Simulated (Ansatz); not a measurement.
Saddle point of CH$_{5}$GaO, singlet (CH₅GaO ([CH3][O][GaH2]) → CH₄O ([CH3][OH]) + GaH; bonds formed: O2–H4; bonds broken: Ga1–O2, Ga1–H4), PBE0-D4/def2-TZVP structure:

| atom | x (Å) | y (Å) | z (Å) |
| --- | --- | --- | --- |
| Ga1 | -1.5526 | -0.3493 | -1.2128 |
| O2 | -0.0301 | -0.6996 | 0.0033 |
| C3 | 0.8688 | 0.1670 | 0.6602 |
| H4 | -0.0765 | -1.0940 | -1.3320 |
| H5 | -2.5434 | 0.7681 | -0.6516 |
| H6 | 0.3226 | 0.8104 | 1.3599 |
| H7 | 1.4038 | 0.8117 | -0.0470 |
| H8 | 1.6075 | -0.4143 | 1.2199 |

Energies are electronic, without zero-point energy. Barriers and step energies count from the start structure reached by relaxing down the imaginary mode; all methods use the PBE0-D4 structures, on which another method's saddle can fall below an end. Program: Ansatz 0.2.0. Basis: def2-TZVPP, with def2-QZVPP for the basis limit. Cores are frozen in the correlated methods. Filled d shells of the heavier atoms are correlated. The def2 sets are not built for correlating such inner shells, so the correlated values are less sure here. B3LYP uses VWN-RPA correlation. Extrapolation: Hartree–Fock as exp(−7.88 √X), correlation as X^−2.97.

| method | barrier (eV) | step energy (eV) |
| --- | --- | --- |
| SPW92 | ? | 1.022 |
| PBE-D4 | 2.120 | 0.881 |
| BLYP-D4 | 2.141 | 0.763 |
| r2SCAN-D4 | ? | 1.093 |
| B97M-V | 2.508 | 1.035 |
| PBE0-D4 | 2.436 | 0.932 |
| B3LYP-D4 | 2.396 | 0.817 |
| r2SCAN0-D4 | 2.587 | 1.058 |
| BHLYP-D4 | 2.763 | 0.883 |
| CAM-B3LYP-D4 | ? | 0.946 |
| wB97X-V | 2.693 | 1.061 |
| wB97M-V | 2.562 | 0.882 |
| B2PLYP | 2.507 | 0.973 |
| PBE-QIDH | 2.683 | 1.116 |
| RPA on PBE | 2.533 | 0.988 |
| HF | 3.312 | 0.921 |
| MP2 | 2.638 | 1.196 |
| CCSD | 2.774 | 1.024 |
| CCSD(T) | 2.629 | 1.048 |

Problem. Fill in the withheld barriers. (An estimate is asked for; the value comes from the calculation.)

Solution. Computed: r2SCAN-D4 2.378; SPW92 2.057; CAM-B3LYP-D4 2.580 eV. Each is the energy of the saddle less that of the start structure, by the same method.

For comparison, the barrier by CCSD(T) at an estimated basis limit (MP2 extrapolated from triple and quadruple zeta, plus CCSD(T) − MP2 in triple zeta) is 2.558 eV.

T1 diagnostic: at most 0.018. The restricted Hartree–Fock reference is unstable towards an unrestricted one at one or more of these structures.

Labels in which every atom is bracketed show which atoms are joined, not bond orders.

For scale, one of the runs: CCSD(T)/def2-TZVPP, 180 basis functions, launched by `ansatz run in.yaml --threads 2 --pin off --events-out ev --progress --plain --max-ram 4352MiB`. Hardware: 2 CPU threads of an Arm Neoverse V1, shared host. Wall time 64 s; peak host memory 1.8 GiB.
